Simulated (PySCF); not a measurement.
Vertical excitation energies

Compound: C2H5F3OSi.
InChI=1S/C2H5F3OSi/c3-2(4,5)1-7-6/h6H,1,7H2

The calculation used TDDFT B3LYP/def2-SVPD, vertical, gas phase, core orbitals frozen in the response in PySCF 2.14.0, density-fitted response routines. The structure is a single GFN2-xTB conformer in the gas phase; no vibrational or solvent corrections. Torsions of this conformer, `[OH:1][SiH2:2][CH2:3][C:4]([F:5])([F:6])[F:7]`: O1–Si2–C3–C4 64°, Si2–C3–C4–F5 -58°, H–O1–Si2–C3 -49°.

Q: What does the calculation give for the low-lying excited states?

A: 

```tsv
state	λ (nm)	E (eV)	f	main configurations (H = HOMO, L = LUMO)
S1	166.3	7.45	0.0041	H→L (97%)
S2	156.0	7.95	0.0025	H-1→L (97%)
S3	150.7	8.23	0.029	H→L+1 (97%)
S4	143.8	8.62	0.015	H→L+2 (62%), H→L+3 (17%), H-1→L+1 (16%)
S5	143.2	8.66	0.025	H-1→L+1 (80%), H→L+2 (12%)
S6	140.5	8.82	0.066	H→L+3 (71%), H→L+2 (20%)
S7	135.6	9.14	0.021	H-1→L+2 (73%), H-1→L+3 (8%)
S8	134.3	9.23	0.023	H→L+4 (52%), H-1→L+3 (23%)
```

Triplets (Tamm–Dancoff): T1 7.14 eV, H→L (92%); T2 7.63 eV, H-1→L (89%); T3 7.95 eV, H→L+1 (82%).

The lowest singlet comes at 166 nm (719 kJ/mol) in the vacuum ultraviolet; it is very weak; its leading configuration is HOMO→LUMO (97%). The strongest level in the table is S6 at 8.82 eV (140 nm, f = 0.066). Löwdin shares by element: HOMO oxygen 40%, silicon 19%, carbon 17% or more, hydrogen 14% or more; LUMO silicon 28%, oxygen 23%, hydrogen 19% or more (atoms not listed hold the other 31%). Orbital energies (eV): HOMO-3 -10.79, HOMO-2 -10.61, HOMO-1 -9.25, HOMO -8.79, LUMO -0.19, LUMO+1 0.33, LUMO+2 0.83. The listed states span 1.78 eV, and the widest gap between neighbours is 0.50 eV (S1 to S2). Of the 8 states listed, 6 reach f = 0.01 and none stays under 0.0005. Only the lowest 8 singlets were computed, as vertical energies without vibronic structure.
